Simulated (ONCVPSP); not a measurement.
# How hard is this Mn (Z = 25) ONCV potential?

Mn, optimised norm-conserving Vanderbilt (ONCV), made with ONCVPSP 4.0.1 (LDA (Perdew-Wang 92), scalar-relativistic). Core [Ar], reference 3d5 4s1 4p1. Waves: 4s: rc 2.30 bohr, ncon 4, nbas 8, qcut 2.6 1/bohr, 2 projectors, debl 2 Ha; 4p: rc 3.65 bohr, ncon 4, nbas 7, qcut 2 1/bohr, 1 projector; 3d: rc 1.85 bohr, ncon 3, nbas 8, qcut 10.3 1/bohr, 2 projectors, debl 1.3 Ha. Local part: polynomial inside 1.55 bohr (lpopt 5, dvloc0 0 Ha). Core correction: Teter function fitted to the true core (icmod 2), fcfact 0.5.

Question: For each optimised wave give the share of its norm inside rc, the residual kinetic energy above qcut (Ha) and the cutoffs (Ha) for errors of 10, 1, 0.1 and 0.01 mHa per electron.

Answer:

```
         wave  norm inside rc  residual KE  10 mHa  1 mHa  0.1 mHa  0.01 mHa
           4s           0.296      2.1e-03     2.2    4.3     25.4      32.6
s projector 2           0.135      8.8e-02     5.5   15.5     32.0      37.3
           4p           0.446      3.9e-05     0.7    1.2      1.7       8.2
           3d           0.850      1.9e-08    28.7   34.7     39.8      43.8
d projector 2           0.090      1.5e-08    26.4   33.5     39.3      43.9
```

The occupied waves need 35 Ha and 40 Ha for 1 and 0.1 mHa. Note: no bound ghost flagged; GHOST(+) flagged for s at 44.9 eV.
